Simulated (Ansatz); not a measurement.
`F[SiH2]O[SiH2]Cl` + `CO[SiH](O)F` → `CO[SiH](F)O[SiH2]Cl` + `O[SiH2]F`  (ligand exchange at the Si–O bond)

Calculated with Ansatz (gas phase, PBE0-D4/def2-TZVP geometries, no zero-point term in ΔE). CCSD(T)/CBS adds triple-zeta CCSD(T) − MP2 to the extrapolated MP2 energy (def2 sets, frozen cores). Functionals use def2-TZVPP. One conformer a species, not always the lowest.

```tsv
level	ΔE (kcal/mol)
r2SCAN-D4	0.0
ωB97X-V	0.0
HF/def2-TZVPP	0.8
SCS-MP2/def2-QZVPP	0.2
```

(1) What does CCSD(T)/CBS give? (Best estimate.)

Largest T1 diagnostic among the species: 0.011.

Results:

(1) Ansatz gave: 0.0 kcal/mol. The listed levels differ from it by 0.0, 0.0, 0.8, 0.2 kcal/mol.

The D4 term adds −0.9 kcal/mol with B3LYP and −0.6 kcal/mol with PBE0; it sums over pairs of atoms, weighted by their polarisabilities, and B3LYP, whose exchange is more repulsive, gets the larger term. In def2-TZVPP, CCSD(T) changes the Hartree–Fock value by −0.8 kcal/mol (the triples alone add −0.1 kcal/mol) and MP2 by −0.8 kcal/mol.

B3LYP here is the variant with VWN-RPA as its local correlation; programs differ in this.
